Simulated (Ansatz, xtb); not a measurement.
**Ranking isomers of C5H7BrSi**

11 gas-phase structures of C5H7BrSi, from a drawn sample of its isomers (lower ones may exist). Each was relaxed with GFN2-xTB:

A. `[SiH3]C1=C[C@@H](Br)C=C1`, a singlet
B. `[SiH3]C1=CC=C[C@@H]1Br`, a singlet
C. `[SiH3]C1=CC(Br)=CC1`, a singlet
D. `[SiH3]C1=CC=C(Br)C1`, a singlet
E. `[SiH3]C1=C(Br)CC=C1`, a singlet
F. `[SiH3]C1=CCC(Br)=C1`, a singlet
G. `[SiH3]C1=C(Br)C=CC1`, a singlet
H. `[SiH3]C1(Br)C=CC=C1`, a singlet
I. `[SiH3][C@@H]1C=CC=C1Br`, a singlet
J. `[SiH3]C1=CCC=C1Br`, a singlet
K. `[SiH3][C@@H]1C=CC(Br)=C1`, a singlet

Problem. Estimate their order in r2SCAN-D4/def2-SVP//GFN2-xTB energy at these geometries, lowest first.

Solution. Calculated order at r2SCAN-D4/def2-SVP//GFN2-xTB: I (0.0), K (0.7), G (2.1), D (3.6), C (6.3), E (7.4), J (7.7), F (10.7), H (16.1), B (18.2), A (25.9) kJ/mol. Less than 1 kcal/mol parts I and K; K and G; G and D; D and C; C and E; E and J; J and F; H and B, so the order within those pairs means little.

Energies above the lowest of each column, in kJ/mol; the last columns are at r2SCAN-D4/def2-SVP geometries and were run for some of them only (a dash: not run or not comparable):

| structure | GFN2-xTB | HF/STO-3G | r2SCAN-D4/def2-SVP//GFN2-xTB | r2SCAN-D4/def2-SVP | CCSD(T)/def2-SVP + ΔMP2/def2-TZVPP |
| --- | --- | --- | --- | --- | --- |
| I | 0.0 | 15.6 | 0.0 | 0.0 | 0.0 |
| K | 4.1 | 15.9 | 0.7 | 0.6 | 0.6 |
| G | 7.5 | 1.1 | 2.1 | 2.7 | 4.3 |
| D | 10.9 | 0.2 | 3.6 | 4.2 | 5.6 |
| C | 13.3 | 0.5 | 6.3 | 6.9 | 6.7 |
| E | 10.7 | 0.0 | 7.4 | 8.3 | 8.2 |
| J | 12.0 | 1.2 | 7.7 | – | – |
| F | 16.1 | 0.6 | 10.7 | – | – |
| H | 20.3 | 53.4 | 16.1 | – | – |
| B | 29.4 | 24.3 | 18.2 | – | – |
| A | 37.8 | 23.7 | 25.9 | – | – |

CCSD(T)/def2-SVP + ΔMP2/def2-TZVPP puts I lowest of those it was run on, with K within 1 kcal/mol; HF/STO-3G picks E. Frequencies (GFN2-xTB) were run for C, D, E, G, I, K alone. ΔMP2 is the change of the MP2 energy from the smaller to the larger basis.

Over these structures GFN2-xTB departs from r2SCAN-D4/def2-SVP//GFN2-xTB by 2.6 kJ/mol on average once a common shift is removed. A GFN2-xTB relaxation took about 0.082 s and the r2SCAN-D4/def2-SVP//GFN2-xTB energy about 1.8 s on a shared host (Ansatz 0.2.0, xtb 6.7.1).
